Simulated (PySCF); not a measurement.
**aluminum fluoride: proton affinities at several levels**

Structure: `[F][Al]([F])[F]` (AlF3). Non-hydrogen atoms are numbered in `[F:1][Al:2]([F:3])[F:4]`.

All levels share the PBE0-D3(BJ)/def2-SVP structures and the PBE0-D3(BJ)/def2-SVP thermal terms; only the single-point energies (PySCF) change. Values are proton affinities (298 K, kJ/mol).

```
                           level   F1   time
                   LDA/def2-TZVP  536   12 s
             PBE0-D3(BJ)/6-31+G*  537  3.6 s
          PBE0-D3(BJ)/def2-SV(P)  547  2.6 s
      CAM-B3LYP-D3(BJ)/def2-TZVP  549  8.1 s
       M06-2X/def2-TZVP (grid 3)  551   14 s
             PBE0-D3(BJ)/pcseg-1  551  2.7 s
               PBE0-D3(BJ)/6-31G  553  2.1 s
         PBE0-D3(BJ)/aug-pcseg-1  554  4.6 s
         PBE0-D3(BJ)/ma-def2-SVP  556  3.3 s
             BHandHLYP/def2-TZVP  556    6 s
 ωB97M-D3(BJ)/def2-TZVP (grid 3)  558   15 s
          B3LYP-D3(BJ)/def2-TZVP  560  6.6 s
           BLYP-D3(BJ)/def2-TZVP  561   13 s
               LC-ωPBE/def2-TZVP  561   14 s
r2SCAN-D3(BJ)/def2-TZVP (grid 3)  562   19 s
        PBE0-D3(BJ)/ma-def2-TZVP  562  8.1 s
           PBE0-D3(BJ)/def2-SVPD  562  4.5 s
     PBE0-D3(BJ)/6-311++G(2d,2p)  562  5.5 s
                 HSE06/def2-TZVP  563   15 s
         PBE0-D3(BJ)/aug-cc-pVDZ  563  4.9 s
          PBE0-D3(BJ)/def2-TZVPD  564  9.3 s
            PBE-D3(BJ)/def2-TZVP  564   13 s
             PBE0-D3(BJ)/pcseg-2  565  6.7 s
           PBE0-D3(BJ)/def2-TZVP  565      –
           PBE0-D3(BJ)/6-311+G**  565  4.6 s
           BP86-D3(BJ)/def2-TZVP  565   13 s
                    HF/def2-TZVP  565  2.4 s
          M06/def2-TZVP (grid 3)  567   13 s
          ωB97X-D3(BJ)/def2-TZVP  567  7.9 s
              PBE0-D3(BJ)/6-31G*  567  2.8 s
     PBE0-D3(BJ)/jun-cc-pV(T+d)Z  568  9.8 s
          PBE0-D3(BJ)/def2-TZVPP  570  7.4 s
 TPSSh-D3(BJ)/def2-TZVP (grid 3)  570   13 s
  TPSS-D3(BJ)/def2-TZVP (grid 3)  570   19 s
         PBE0-D3(BJ)/aug-cc-pVTZ  570   13 s
        M06-L/def2-TZVP (grid 3)  571   20 s
                 B97-2/def2-TZVP  575  6.8 s
             PBE0-D3(BJ)/cc-pVTZ  576  6.7 s
             PBE0-D3(BJ)/cc-pVDZ  578  2.9 s
            PBE0-D3(BJ)/def2-SVP  582  2.6 s
                  OPBE/def2-TZVP  594   14 s
```

Times are wall times for all single points of a level on 1 thread of Arm Neoverse N1, a shared host; the dash marks the run that also made the structures. BLYP, BP86, HSE06, LC-ωPBE, LDA, M06-L, OPBE, PBE, TPSS, r2SCAN ran on a slower path of this set-up, which computes the density-fitting integrals anew in every SCF cycle while the other levels store them. So the times needn't show the usual order of cost, and those levels read slower than they are.

Hartree-Fock leaves out electron correlation, so its proton affinities can be off by tens of kJ/mol.

The spread: 58 kJ/mol, from 536 to 594.
